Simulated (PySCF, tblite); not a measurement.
Isomers of C4H8OSSi, one GFN2-xTB conformer each. Single-point energies are computed at PBE0/pcSseg-1 (PySCF, gas phase, no added dispersion term), electronic only.

```tsv
SMILES	GFN2-xTB relative energy (kcal/mol)
O=C[C@H]1CSC[SiH2]1	38.0
C=C[Si@@H]1OCCS1	0.0
CC#C[Si@@H](O)SC	15.4
COCC1=C[SiH2]S1	37.9
O=C1CS[C@@H]([SiH3])C1	25.2
```

Conformers: `[O:1]=[CH:2][C@H:3]1[CH2:4][S:5][CH2:6][SiH2:7]1` with O1–C2–C3–C4 -22°, C2–C3–C4–S5 159°, C3–C4–S5–C6 -51°, C4–S5–C6–Si7 39°, S5–C6–Si7–C3 -19°; `[CH2:1]=[CH:2][Si@@H:3]1[O:4][CH2:5][CH2:6][S:7]1` with C1–C2–Si3–O4 7°, C2–Si3–O4–C5 -135°, Si3–O4–C5–C6 39°, O4–C5–C6–S7 -45°, C5–C6–S7–Si3 29°; `[CH3:1][C:2]#[C:3][Si@@H:4]([OH:5])[S:6][CH3:7]` with C3–Si4–O5–H 88°, C3–Si4–S6–C7 54°; `[CH3:1][O:2][CH2:3][C:4]1=[CH:5][SiH2:6][S:7]1` with C1–O2–C3–C4 -75°, O2–C3–C4–C5 -17°; `[O:1]=[C:2]1[CH2:3][S:4][C@@H:5]([SiH3:6])[CH2:7]1` with O1–C2–C3–S4 179°, C2–C3–S4–C5 -19°, C3–S4–C5–Si6 -88°, S4–C5–C7–C2 -40°.

Task: What does PBE0/pcSseg-1 give for the same structures?

Result: 
| SMILES | PBE0/pcSseg-1 E (Eh) | PBE0/pcSseg-1 (kcal/mol) | GFN2-xTB (kcal/mol) | point group |
| --- | --- | --- | --- | --- |
| C=C[Si@@H]1OCCS1 | -919.59904 | 0.0 | 0.0 | C1 |
| CC#C[Si@@H](O)SC | -919.58036 | 11.7 | 15.4 | C1 |
| O=C[C@H]1CSC[SiH2]1 | -919.55664 | 26.6 | 38.0 | C1 |
| O=C1CS[C@@H]([SiH3])C1 | -919.55173 | 29.7 | 25.2 | C1 |
| COCC1=C[SiH2]S1 | -919.52527 | 46.3 | 37.9 | C1 |

Both levels put the same isomer lowest; measured from each level's own lowest isomer, the values differ by up to 11.4 kcal/mol (O=C[C@H]1CSC[SiH2]1: 38.0 against 26.6). As drawn, the lowest has an Si–O bond, which the highest lacks; the highest has a four-membered ring, which the lowest lacks.

Task: Which frontier levels, dipoles and rotational constants go with these structures?

Result: 
| SMILES | HOMO (eV, PBE0/pcSseg-1) | LUMO (eV) | dipole (D) | A, B, C (MHz) |
| --- | --- | --- | --- | --- |
| C=C[Si@@H]1OCCS1 | -6.76 | -0.68 | 1.42 | 2917, 1438, 1199 |
| CC#C[Si@@H](O)SC | -6.73 | -0.37 | 2.90 | 2205, 1095, 788.2 |
| O=C[C@H]1CSC[SiH2]1 | -6.47 | -0.72 | 2.54 | 2898, 1394, 1066 |
| O=C1CS[C@@H]([SiH3])C1 | -6.64 | -0.97 | 1.62 | 2405, 1564, 1180 |
| COCC1=C[SiH2]S1 | -6.30 | -0.62 | 1.81 | 3748, 1066, 914.2 |

Task: What happens when harmonic zero-point energies from GFN2-xTB frequencies are added?

Result: 
| SMILES | ZPE (kcal/mol) | electronic (kcal/mol) | with ZPE (kcal/mol) |
| --- | --- | --- | --- |
| C=C[Si@@H]1OCCS1 | 69.9 | 0.0 | 0.0 |
| CC#C[Si@@H](O)SC | 67.0 | 11.7 | 8.8 |
| O=C[C@H]1CSC[SiH2]1 | 67.4 | 26.6 | 24.1 |
| O=C1CS[C@@H]([SiH3])C1 | 66.1 | 29.7 | 25.8 |
| COCC1=C[SiH2]S1 | 67.4 | 46.3 | 43.8 |

The zero-point energies span 3.8 kcal/mol. The order is unchanged.
